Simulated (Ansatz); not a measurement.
C2H7ClOSi can be A, `C[Si](C)(O)Cl`, or B, `[SiH3]OCCCl`.

Calculated with Ansatz (gas phase, PBE0-D4/def2-TZVP geometries, no zero-point term in ΔE). CCSD(T)/CBS is the MP2 limit (def2-TZVPP, def2-QZVPP) plus CCSD(T) − MP2 in def2-TZVPP, frozen cores. DFT in def2-TZVPP. B3LYP here is the variant with VWN-RPA as its local correlation; programs differ in this. One conformer a species, not always the lowest.

(1) Which isomer does CCSD(T)/CBS put lower? Give the gap. (Estimate.)

(2) Give E(B) − E(A) in kJ/mol with r2SCAN-D4, B2PLYP, HF/def2-TZVPP, CCSD(T)/def2-TZVPP, B3LYP-D4, ωB97M-V, PBE0-D4. (Estimate.)

Largest T1 diagnostic: 0.010.

Answers

(1) The calculation gave: A, by 322.7 kJ/mol.

(2) Ansatz gave: r2SCAN-D4 331.1, B2PLYP 316.1, HF/def2-TZVPP 299.2, CCSD(T)/def2-TZVPP 315.7, B3LYP-D4 314.8, ωB97M-V 325.9, PBE0-D4 323.6. None reverses the order clearly.

In def2-TZVPP, CCSD(T) changes the Hartree–Fock value by +16.4 kJ/mol (the triples alone add +0.7 kJ/mol) and MP2 by +31.2 kJ/mol. The D4 term adds +6.0 kJ/mol with B3LYP and +3.2 kJ/mol with PBE0; it sums over pairs of atoms, weighted by their polarisabilities, and B3LYP, whose exchange is more repulsive, gets the larger term.
